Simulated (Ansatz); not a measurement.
This geometry of GeH$_{4}$O (6 atoms, charge 0, multiplicity 1) is a first-order saddle point.

The calculation used RKS PBE-D4/def2-SVP (Ansatz 0.2.0).

```xyz
6
Properties=species:S:1:pos:R:3
Ge -0.330 0.052 0.455
H 0.927 -0.012 1.403
H 1.398 0.150 0.125
H -0.210 1.219 -0.561
O -0.634 -1.485 -0.466
H -1.267 -2.014 0.055
```

Task: Which two structures does it join? (They come from a converged band through this point; their orientation in space is the band's.)

Result: Bonds broken: Ge1–H2, Ge1–H3. Bonds formed: H2–H3. GeH4O becomes GeH2O + H2.

Initial state:

```xyz
6
Properties=species:S:1:pos:R:3
Ge 0.261 -0.020 0.226
H 0.329 0.044 1.781
H 1.678 -0.033 -0.389
H -0.567 1.187 -0.307
O -0.455 -1.582 -0.321
H -1.361 -1.686 0.023
```

Final state:

```xyz
6
Properties=species:S:1:pos:R:3
Ge -0.875 0.110 0.459
H 1.528 0.040 1.286
H 1.706 0.290 0.573
H -0.214 0.988 -0.727
O -0.938 -1.399 -0.558
H -1.323 -2.119 -0.021
```

Task: How far does it lie above each of them?

Result: 2.19 eV above the first and 1.14 eV above the second. This is the barrier of this one path; another mechanism may lie lower. The orbitals stay closed-shell, which can raise the energy where a bond breaks towards radicals; this wasn't checked here.

Run time: 89 s on 1 thread of Intel(R) Xeon(R) 6975P-C (Granite Rapids), with other jobs on the host, peak memory 0.13 GiB.
